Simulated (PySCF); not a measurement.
**Simulated absorption spectrum**

Species: C3H10ClNSi.
InChI=1S/C3H10ClNSi/c1-3-5(2)6-4/h3,6H2,1-2H3

The calculation used TDDFT PBE0/def2-SVPD, vertical, gas phase, core orbitals frozen in the response in PySCF. Isolated species at its GFN2-xTB geometry (one conformer only). Torsions of this conformer, `[CH3:1][CH2:2][N:3]([CH3:4])[SiH2:5][Cl:6]`: C1–C2–N3–C4 74°, C2–N3–Si5–Cl6 88°.

Each state is given a Gaussian of 0.25 eV full width at half maximum, with ε(max) = 2.175×10⁸ f / Δν̃ (Δν̃ the width in cm⁻¹). The width is an assumption, not a result. The curve ends short of the highest state used, and states not computed would add to its high-energy end.

λ (nm), ε (L mol⁻¹ cm⁻¹) and a bar:
```
    187.1        763 ###
    188.1       1081 ####
    189.1       1520 #####
    190.1       2141 #######
    191.1       3024 ###########
    192.0       4071 ##############
    193.0       5449 ###################
    194.0       6857 ########################
    195.0       7997 ############################
    196.0       8583 ##############################
    197.0       8450 ##############################
    198.0       7632 ###########################
    199.0       6329 ######################
    200.0       4831 #################
    201.0       3404 ############
    202.0       2224 ########
    202.9       1432 #####
    203.9        835 ###
    204.9        476 ##
    205.9        279 #
    206.9        179 #
    207.9        130 
    208.9        103 
    209.9         84 
    210.9         68 
    211.9         52 
    212.9         38 
    213.8         27 
    214.8         17 
    215.8         11 
    216.8          6 
    217.8          3 
    218.8          2 
    219.8          1 
    220.8          0 
    221.8          0
```

(1) Locate the maxima and give the states behind the curve.

(2) Coming from long wavelengths, where does ε first pass 100 L mol⁻¹ cm⁻¹?

(3) Does any computed singlet lie in the visible range?

(4) On this curve, what absorbance would a 10⁻³ mol/L sample give at 193 nm over a 1 cm path?

## Answers

(1) 196 nm (6.32 eV), ε about 8600, made up of S2 (99%) (ε in L mol⁻¹ cm⁻¹; maxima over ε = 5, shares over 10%). The states used: S1 5.97 eV (f 0.0008); S2 6.31 eV (f 0.079); S3 6.53 eV (f 0.0086); S4 6.96 eV (f 0.019); S5 7.02 eV (f 0.040); S6 7.23 eV (f 0.019).

(2) At about 209 nm (5.93 eV), 0.03 eV below S1.

(3) No computed singlet lies in the visible range (380 to 750 nm); the lowest, at 208 nm, stands 2.70 eV above its violet end (3.26 eV).

(4) 193 nm is 6.424 eV, where ε is about 5400 L mol⁻¹ cm⁻¹, so A = ε c l ≈ 5.4 (Beer–Lambert, with the gas-phase spectrum and the assumed width).

Without π bonds the low states may be Rydberg-like; a valence basis with one diffuse set may place them up to an eV too high.
